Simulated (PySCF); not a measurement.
Task: Write Cartesian coordinates for `C=CPc1cccc(F)c1` as optimised with PBE0-D3(BJ)/def2-SVP.

Result: 
```
atom  x, y, z in Å
C1     3.417    0.671   -0.031
C2     2.448    0.309    0.815
P3     1.376   -1.153    0.664
C4    -0.273   -0.356    0.421
C5    -1.394   -0.987    0.973
C6    -2.666   -0.438    0.807
C7    -2.834    0.747    0.097
C8    -1.712    1.367   -0.442
F9    -1.867    2.501   -1.124
C10   -0.438    0.838   -0.291
H11    4.079    1.514    0.190
H12    3.596    0.136   -0.969
H13    2.312    0.874    1.747
H14    1.666   -1.432   -0.708
H15   -1.266   -1.913    1.539
H16   -3.537   -0.936    1.240
H17   -3.816    1.202   -0.045
H18    0.415    1.364   -0.727
```

Orientation and origin are arbitrary. Atoms count from 1 in this order. The C–P distances run from 1.819 Å (C2–P3, drawn single) to 1.847 Å (P3–C4, drawn single), a spread of 0.028 Å. P3 (phosphine phosphorus) is pyramidal (angles 101.0°, 98.0° and 96.7°, sum 295.7°, 0.81 Å off the plane of its three neighbours). The 7 C–C bonds span 1.337 Å (C1=C2, drawn double) to 1.400 Å (C4–C5, aromatic), a spread of 0.063 Å. Of the pairs four or more bonds apart, C2···H18 is among the closest relative to their van der Waals radii: 2.76 Å, 95 % of the sum of Bondi's values.

Bonds between heavy atoms (Å): C1=C2 1.337, C2–P3 1.819, P3–C4 1.847, C4–C5 1.400, C5–C6 1.395, C6–C7 1.392, C7–C8 1.391, C8–F9 1.332, C8–C10 1.388, C4–C10 1.400.

Computed with PBE0-D3(BJ)/def2-SVP geometry optimisation, gas phase in PySCF 2.14.0.

Point group: C1 (no symmetry element, even within 0.4 Å). PBE0-D3(BJ)/def2-SVP frequencies: not computed here. One conformer, not necessarily the lowest (C1–C2–P3–C4 -115°, C2–P3–C4–C5 -145°).
